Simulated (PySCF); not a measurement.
**Excitation energy of O²⁺ by level of theory**

O²⁺ [He] 2s2 2p2 (3P) → O²⁺ [He] 2s2 2p1 3d1 (high-spin determinant), as a difference of total energies. Calculation: PySCF 2.14, in aug-cc-pCVQZ-DK (9s8p6d4f2g, 109 functions); scalar relativity by spin-free X2C-1e. Correlated levels: valence: 1s2 frozen; valence and next inner shell: nothing frozen. The calculations carry no spin-orbit coupling.

```json
{"method": "UHF", "excitation energy (eV)": "40.703"}
{"method": "LDA", "excitation energy (eV)": "40.201"}
{"method": "PBE", "excitation energy (eV)": "39.823"}
{"method": "r2SCAN", "excitation energy (eV)": "40.630"}
{"method": "M06", "excitation energy (eV)": "40.158"}
{"method": "wB97X", "excitation energy (eV)": "40.439"}
{"method": "B2PLYP", "excitation energy (eV)": "40.452"}
{"method": "MP2 (valence)", "excitation energy (eV)": "40.093"}
{"method": "SCS-MP2 (valence)", "excitation energy (eV)": "39.858"}
{"method": "MP2 (valence and next inner shell)", "excitation energy (eV)": "40.155"}
```

Q: Estimate what PBE0 gives.

A: 40.177 eV, closest to M06 among the rows shown.

Q: Estimate what SCS-MP2 (valence and next inner shell) gives.

A: 39.906 eV, closest to SCS-MP2 (valence) among the rows shown.

A first-order spin-orbit estimate (lowest level to lowest level, LS coupling) adds 0.006 eV.

The promoted electron is Rydberg-like, and one or two diffuse shells describe it only roughly, which tends to raise the upper state.

The determinant of the upper state mixes LS terms, which raises its energy above the lowest term, most at the Hartree-Fock and MP2 levels.
